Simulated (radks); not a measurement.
The numbers below are computed, except where a source is named.
Question: Coulomb parameter of the 3d shell of the copper ion Cu2+ in the model configuration [Ar] 3d8 4s1, as a second difference U = [E(n + 0.25) + E(n - 0.25) - 2 E(n)] / (0.25)^2 with all orbitals relaxed. "Bare": the charge of the atom changes with n. "Screened": the 4s shell takes up the change at fixed total charge, which measures U(3d,3d) + U(4s,4s) - 2 U(3d,4s). Level of theory: Dirac Kohn-Sham, PBE, spin-unpolarised, spherical densities, point nucleus; open shells are shared between the two j in proportion to 2j + 1 (a radial shooting solver on a logarithmic mesh with Libxc functionals). Estimate both.

Answer: U(bare) = 19.204 eV, U(screened by 4s) = 4.981 eV.
